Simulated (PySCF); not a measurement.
A structure optimised at B3LYP-D3(BJ)/def2-SVP, used in a PySCF frequency run:

```xyz
9

F     -1.5258     1.0419     0.0000
C     -0.2059     0.7464     0.0000
Br     0.0845    -1.1677     0.0000
C      0.7036     1.6381     0.7653
C      0.7036     1.6381    -0.7653
H      1.5557     1.1958     1.2859
H      0.2281     2.4824     1.2725
H      1.5557     1.1958    -1.2859
H      0.2281     2.4824    -1.2725
```
Charge 0, spin multiplicity 1.

Task: Write its SMILES, formula and point group.

Result: FC1(Br)CC1, C3H4BrF, Cs

Task: What are its rotational constants (standard atomic weights)?

Result: 6.1396, 2.1521, 1.8323 GHz
